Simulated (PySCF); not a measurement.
Unknowns

[PySCF: NMR shieldings at PBE0/pcSseg-1/GIAO; geometry: GFN2-xTB; one computed conformer; isolated molecule; averaged over atoms made equivalent by symmetry, fast rotation or ring inversion; no relativistic terms]

Scale: 1H (σ = 31.72 ppm) and 13C (σ = 186.93 ppm) vs TMS (reference shieldings calculated alike). Splittings of carbon signals by F and P are missing where no couplings were computed. Where no couplings were computed, multiplicities follow the n + 1 count of equivalent neighbours, and m marks all less simple cases (inequivalent or close neighbours, rings, F or P nearby). Shifts are as computed. Against solution values, carbons near 30 ppm lie about +3 ppm off and those near 130 ppm about +5 ppm. Of 1309 compounds with measured shifts, 239 miss one by over three times the rms of a fit or turn the order of signals round; such compounds aren't used in these exercises.

**Question.** C$_{5}$H$_{8}$F$_{2}$O$_{2}$Si. 1H NMR (600 MHz, computed): δ 10.18 (m, 1H), 6.11 (m, 1H), 4.15 (m, 1H), 4.09 (m, 1H), 2.37 (m, 1H), 1.81 (m, 1H), 1.77 (m, 1H), 0.91 (m, 1H). 13C{1H} NMR (computed): δ 205.9 (CH), 116.3 (C), 110.2 (CH), 30.0 (CH2), -0.3 (CH2). Identify the compound.

**Answer.** SMILES O=C[C@@]1(F)O[C@H](F)CC[SiH2]1. Rings plus π bonds: 2 (1 ring in the answer). 5 carbon signals for 5 carbons: no two carbons are equivalent. Carbon types of the structure: 1 × C, 2 × CH, 2 × CH2, leaving 2 H on heteroatoms. δC 205.9: aldehyde carbonyl carbon; the double bond to the heteroatom, with no lone-pair donor beside it, deshields it most. δC 116.3: fully substituted sp3 carbon bonded to F and O and Si, α to a carbonyl; 2 electronegative neighbours deshield it. δC 110.2: sp3 CH bonded to F and O; 2 electronegative neighbours deshield it. δH 10.18: hydrogen on an aldehyde carbonyl carbon; the C=O anisotropy and electron withdrawal place aldehyde protons far downfield.

The shifts were computed for this structure.

**Question.** C$_{5}$H$_{8}$F$_{2}$O$_{2}$Si. 1H NMR (400 MHz, computed): δ 9.88 (m, 1H), 6.12 (m, 1H), 4.37 (m, 1H), 4.03 (m, 1H), 2.38 (m, 1H), 2.35 (m, 1H), 1.29 (m, 1H), 1.16 (m, 1H). 13C{1H} NMR (computed): δ 201.3 (CH), 116.4 (C), 111.3 (CH), 29.2 (CH2), -1.1 (CH2). Identify the compound.

**Answer.** SMILES C(=O)[C@@]1(F)O[C@@H](F)CC[SiH2]1. The formula gives 2 degrees of unsaturation (1 ring in the answer). 5 carbon signals for 5 carbons: no two carbons are equivalent. Carbon types of the structure: 1 × C, 2 × CH, 2 × CH2, leaving 2 H on heteroatoms. δC 201.3: aldehyde carbonyl carbon; the double bond to the heteroatom, with no lone-pair donor beside it, deshields it most. δC 116.4: fully substituted sp3 carbon bonded to F and O and Si, α to a carbonyl; 2 electronegative neighbours deshield it. δC 111.3: sp3 CH bonded to F and O; 2 electronegative neighbours deshield it. δH 9.88: hydrogen on an aldehyde carbonyl carbon; the formyl region, downfield of aromatic protons.

The data come from this structure; uniqueness wasn't tested.
